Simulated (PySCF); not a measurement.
BGeH5NSi, BGeH2NO, CH4B2Ge, B3GeH6 and others (calculated)

All values are calculated (PySCF 2.14.0). Calculation on a computer-drawn molecule: the log of a Hartree-Fock and frozen-core CCSD(T) single point meant for a local Hartree-Fock minimum, with one planted fault or none, to be diagnosed. Offsets are logged minus clean, where the clean run is the same molecule without the fault. The reference is restricted for singlets and unrestricted otherwise, and also for a bond in bohr or an excited solution. Adding or removing an electron swaps singlet and doublet. The excited solution moves the top pair (singlet) or top alpha electron (doublet) to the lowest empty orbital. Highest occupied and lowest empty are orbital energies over both spins, largest force is the largest gradient component, triples share is (T) over the correlation energy, the T1 limit is 0.02 restricted and 0.045 unrestricted, electrons count all cores, a negative frequency is imaginary (commonest isotopes), and the dipole is about the centre of nuclear charge; on germanium a core potential holds 10 electrons, which the energies leave out, and 3d is frozen in MP2 and coupled-cluster steps.

Common to all runs: meant basis and core potential on germanium cc-pVDZ-PP ECP10MDF; logged SCF converged yes; logged CC converged yes; logged SCF stable within its kind yes; possible faults no fault, one electron removed, one electron added, multiplicity raised by two, geometry at a saddle point, SCF held on an excited solution, minimal basis STO-3G, one bond length entered in bohr, all coordinates scaled.

(1) BGeH5NSi

Logged structure:
```xyz
9
BGeH5NSi
B     -0.6946    -3.1697    -0.1698
N     -0.6970    -2.1179    -0.8295
Ge    -0.8697    -0.5953    -1.8156
Si    -0.6911     1.3293    -0.3791
H     -0.6831    -4.1635     0.4528
H      0.1803    -0.6489    -2.9400
H     -0.8337     2.5534    -1.2021
H     -1.7871     1.2792     0.6148
H      0.6081     1.3715     0.3334
```

* meant charge: 0
* meant multiplicity: 2
* meant basis: cc-pV(D+d)Z
* logged electrons: 63
* logged basis functions: 99
* logged spin squared: 0.7594
* logged highest occupied: -8.1121 eV
* logged lowest empty: 1.0052 eV
* logged largest force: 2.013e-05 hartree/bohr
* logged lowest frequency: 83.569 cm⁻¹
* logged T1 diagnostic: 0.016967
* logged D1 diagnostic: 0.048684
* logged triples share: 0.03391
* logged dipole magnitude: 0.63676 debye
* logged energy HF: -664.35716 hartree
* logged energy CCSD(T): -664.84147 hartree
* planted fault: no fault
* HF energy offset from clean run: 0 kcal/mol
* CCSD(T) energy offset from clean run: 0 kcal/mol

Drawn bonds:
| atom | other atom | order |
| --- | --- | --- |
| 1 | 2 | 2 |
| 2 | 3 | 1 |
| 3 | 4 | 1 |
| 1 | 5 | 1 |
| 3 | 6 | 1 |
| 4 | 7 | 1 |
| 4 | 8 | 1 |
| 4 | 9 | 1 |

(2) BGeH2NO

Logged structure:
```xyz
6
BGeH2NO
B      0.3657     0.4439     0.0279
N      1.3163     1.2322    -0.1478
Ge     3.8857     3.5931     0.0553
O      4.4247     3.5361    -1.6400
H     -0.5273    -0.3015     0.1789
H      3.9545     2.9364    -2.2050
```

* meant charge: 0
* meant multiplicity: 1
* meant basis: cc-pVDZ
* logged electrons: 54
* logged basis functions: 75
* logged spin squared: 0
* logged highest occupied: -7.3222 eV
* logged lowest empty: -1.579 eV
* logged largest force: 0.039212 hartree/bohr
* logged T1 diagnostic: 0.037906
* logged D1 diagnostic: 0.145
* logged triples share: 0.041059
* logged dipole magnitude: 11.343 debye
* logged energy HF: -448.42615 hartree
* logged energy CCSD(T): -448.991 hartree
* planted fault: one bond length entered in bohr, row 2 of the drawn bonds
* HF energy offset from clean run: 105.8 kcal/mol
* CCSD(T) energy offset from clean run: 92.01 kcal/mol

Drawn bonds:
| atom | other atom | order |
| --- | --- | --- |
| 1 | 2 | 2 |
| 2 | 3 | 1 |
| 3 | 4 | 1 |
| 1 | 5 | 1 |
| 4 | 6 | 1 |

(3) CH4B2Ge

Logged structure:
```xyz
8
CH4B2Ge
B     -1.6380     0.5132    -2.3052
B     -1.5083    -1.0163    -1.6387
C     -1.3982    -2.2111    -0.9444
Ge    -1.3452    -1.6943     0.9641
H     -1.6685     1.4804    -1.6012
H     -1.7015     0.6566    -3.4924
H     -1.3440    -3.2408    -1.2652
H     -1.2209    -3.1836     1.4913
```

- meant charge: 0
- meant multiplicity: 1
- meant basis: cc-pVDZ
- logged electrons: 52
- logged basis functions: 85
- logged spin squared: 0
- logged highest occupied: -8.7463 eV
- logged lowest empty: 0.35408 eV
- logged largest force: 3.365e-05 hartree/bohr
- logged lowest frequency: 78.807 cm⁻¹
- logged T1 diagnostic: 0.017543
- logged D1 diagnostic: 0.048478
- logged triples share: 0.038799
- logged dipole magnitude: 1.4233 debye
- logged energy HF: -382.84842 hartree
- logged energy CCSD(T): -383.27713 hartree
- planted fault: no fault
- HF energy offset from clean run: 0 kcal/mol
- CCSD(T) energy offset from clean run: 0 kcal/mol

Drawn bonds:
| atom | other atom | order |
| --- | --- | --- |
| 1 | 2 | 1 |
| 2 | 3 | 2 |
| 3 | 4 | 1 |
| 1 | 5 | 1 |
| 1 | 6 | 1 |
| 3 | 7 | 1 |
| 4 | 8 | 1 |

(4) B3GeH6

Logged structure:
```xyz
10
B3GeH6
B      2.0094     0.8064     0.8903
B      2.0324    -0.7574     1.1647
B      1.3193    -1.8809     0.3010
Ge    -0.5282    -2.3621     0.5197
H      1.2018     1.4747     1.3347
H      2.8042     1.3108     0.2504
H      2.6241    -1.1128     2.0781
H      1.8654    -2.4211    -0.5363
H     -1.2976    -1.9442     1.6721
H     -1.0436    -3.6069    -0.0060
```

- meant charge: 0
- meant multiplicity: 2
- meant basis: cc-pVDZ
- logged electrons: 53
- logged basis functions: 95
- logged spin squared: 0.7627
- logged highest occupied: -8.2222 eV
- logged lowest empty: 0.47961 eV
- logged largest force: 0.029496 hartree/bohr
- logged T1 diagnostic: 0.018796
- logged D1 diagnostic: 0.068351
- logged triples share: 0.027793
- logged dipole magnitude: 0.21222 debye
- logged energy HF: -370.8031 hartree
- logged energy CCSD(T): -371.19831 hartree
- planted fault: all coordinates scaled, by -5.4 %
- HF energy offset from clean run: 15.24 kcal/mol
- CCSD(T) energy offset from clean run: 16.79 kcal/mol

Drawn bonds:
| atom | other atom | order |
| --- | --- | --- |
| 1 | 2 | 1 |
| 2 | 3 | 1 |
| 3 | 4 | 1 |
| 1 | 5 | 1 |
| 1 | 6 | 1 |
| 2 | 7 | 1 |
| 3 | 8 | 1 |
| 4 | 9 | 1 |
| 4 | 10 | 1 |

(5) CH7B2Ge

Logged structure:
```xyz
11
CH7B2Ge
B     -1.7330     1.5679     0.6392
B     -0.4479     0.8873     1.1692
C      0.3389    -0.2211     0.6092
Ge     1.4230    -0.0897     1.9613
H     -2.7152     1.1880     0.9393
H     -1.6573     2.4309    -0.0306
H     -0.0337     1.3027     2.1534
H      0.7363    -0.0033    -0.2806
H     -0.1775    -1.0741     0.5561
H      2.4666     0.8204     1.9410
H      1.1414    -0.7332     3.1547
```

- meant charge: 1
- meant multiplicity: 1
- meant basis: cc-pVDZ
- logged electrons: 54
- logged basis functions: 100
- logged spin squared: 0
- logged highest occupied: -16.456 eV
- logged lowest empty: -3.7284 eV
- logged largest force: 0.077761 hartree/bohr
- logged T1 diagnostic: 0.013738
- logged D1 diagnostic: 0.038976
- logged triples share: 0.026715
- logged dipole magnitude: 0.66792 debye
- logged energy HF: -384.29675 hartree
- logged energy CCSD(T): -384.74141 hartree
- planted fault: all coordinates scaled, by -8.4 %
- HF energy offset from clean run: 48.03 kcal/mol
- CCSD(T) energy offset from clean run: 53.89 kcal/mol

Drawn bonds:
| atom | other atom | order |
| --- | --- | --- |
| 1 | 2 | 1 |
| 2 | 3 | 1 |
| 3 | 4 | 1 |
| 1 | 5 | 1 |
| 1 | 6 | 1 |
| 2 | 7 | 1 |
| 3 | 8 | 1 |
| 3 | 9 | 1 |
| 4 | 10 | 1 |
| 4 | 11 | 1 |

(6) CH8B2Ge

Logged structure:
```xyz
12
CH8B2Ge
B      0.0511    -1.4625    -1.8867
B      1.1901    -0.5136    -1.0740
C      1.1670    -0.1715     0.4559
Ge     0.3050     1.5962     0.7348
H     -0.9615    -1.0027    -2.3490
H      0.2274    -2.6421    -2.0572
H      2.0758    -0.0233    -1.7376
H      0.5995    -0.8719     1.0746
H      2.1689    -0.0549     0.8790
H      1.0567     2.6935    -0.0261
H      0.3305     1.9188     2.2324
H     -1.1521     1.5709     0.2582
```

- meant charge: 0
- meant multiplicity: 1
- meant basis: cc-pVDZ
- logged electrons: 56
- logged basis functions: 105
- logged spin squared: 2.0132
- logged highest occupied: -6.9476 eV
- logged lowest empty: -0.90743 eV
- logged largest force: 0.062395 hartree/bohr
- logged T1 diagnostic: 0.018056
- logged D1 diagnostic: 0.0844
- logged triples share: 0.029303
- logged dipole magnitude: 3.2416 debye
- logged energy HF: -385.08059 hartree
- logged energy CCSD(T): -385.5639 hartree
- planted fault: multiplicity raised by two
- HF energy offset from clean run: 91.07 kcal/mol
- CCSD(T) energy offset from clean run: 93.98 kcal/mol

Drawn bonds:
| atom | other atom | order |
| --- | --- | --- |
| 1 | 2 | 1 |
| 2 | 3 | 1 |
| 3 | 4 | 1 |
| 1 | 5 | 1 |
| 1 | 6 | 1 |
| 2 | 7 | 1 |
| 3 | 8 | 1 |
| 3 | 9 | 1 |
| 4 | 10 | 1 |
| 4 | 11 | 1 |
| 4 | 12 | 1 |

(7) CH6B2Ge

Logged structure:
```xyz
10
CH6B2Ge
B     -2.1536    -1.6143     0.1472
B     -0.9837    -0.4323     0.4775
C      0.3694     1.1883    -1.5068
Ge     1.5740     2.3844    -0.9740
H     -1.8632    -2.7704    -0.0370
H     -3.3313    -1.3569     0.1096
H     -0.6928    -0.2537     1.6424
H      0.1812     1.1059    -2.5725
H      1.9248     2.5934     0.4897
H      2.3647     3.3054    -1.8994
```

* meant charge: 0
* meant multiplicity: 1
* meant basis: cc-pVDZ
* logged electrons: 54
* logged basis functions: 95
* logged spin squared: 1.3945
* logged highest occupied: -7.8114 eV
* logged lowest empty: 1.4412 eV
* logged largest force: 0.023778 hartree/bohr
* logged T1 diagnostic: 0.062172
* logged D1 diagnostic: 0.23823
* logged triples share: 0.037428
* logged dipole magnitude: 0.29828 debye
* logged energy HF: -383.87432 hartree
* logged energy CCSD(T): -384.30825 hartree

Drawn bonds:
| atom | other atom | order |
| --- | --- | --- |
| 1 | 2 | 1 |
| 2 | 3 | 1 |
| 3 | 4 | 2 |
| 1 | 5 | 1 |
| 1 | 6 | 1 |
| 2 | 7 | 1 |
| 3 | 8 | 1 |
| 4 | 9 | 1 |
| 4 | 10 | 1 |

Notes: T1 above single-reference limit.

(8) CH6B2Ge

Logged structure:
```xyz
10
CH6B2Ge
B     -2.3431    -1.7564     0.1601
B     -1.0702    -0.4704     0.5195
C     -0.2912     0.4627    -0.6230
Ge     1.0194     1.7640    -0.0432
H     -2.0272    -3.0142    -0.0402
H     -3.6245    -1.4763     0.1192
H     -0.7537    -0.2760     1.7869
H     -0.4959     0.3731    -1.7824
H      1.4011     1.9914     1.5493
H      1.8796     2.7661    -1.0501
```

* meant charge: 0
* meant multiplicity: 1
* meant basis: cc-pVDZ
* logged electrons: 54
* logged basis functions: 95
* logged spin squared: 0
* logged highest occupied: -8.392 eV
* logged lowest empty: 0.66154 eV
* logged largest force: 0.053725 hartree/bohr
* logged T1 diagnostic: 0.016096
* logged D1 diagnostic: 0.053794
* logged triples share: 0.039951
* logged dipole magnitude: 2.8551 debye
* logged energy HF: -383.95822 hartree
* logged energy CCSD(T): -384.43957 hartree

Drawn bonds:
| atom | other atom | order |
| --- | --- | --- |
| 1 | 2 | 1 |
| 2 | 3 | 1 |
| 3 | 4 | 2 |
| 1 | 5 | 1 |
| 1 | 6 | 1 |
| 2 | 7 | 1 |
| 3 | 8 | 1 |
| 4 | 9 | 1 |
| 4 | 10 | 1 |

Q: Give the missing planted fault for CH6B2Ge (entry 7).
A: one bond length entered in bohr, row 2 of the drawn bonds

Q: Give the missing planted fault for CH6B2Ge (entry 8).
A: all coordinates scaled, by +8.8 %

Further results for CH6B2Ge (entry 7):

* HF energy offset from clean run: 88.73 kcal/mol
* CCSD(T) energy offset from clean run: 107.6 kcal/mol

Further results for CH6B2Ge (entry 8):

* HF energy offset from clean run: 36.08 kcal/mol
* CCSD(T) energy offset from clean run: 25.17 kcal/mol
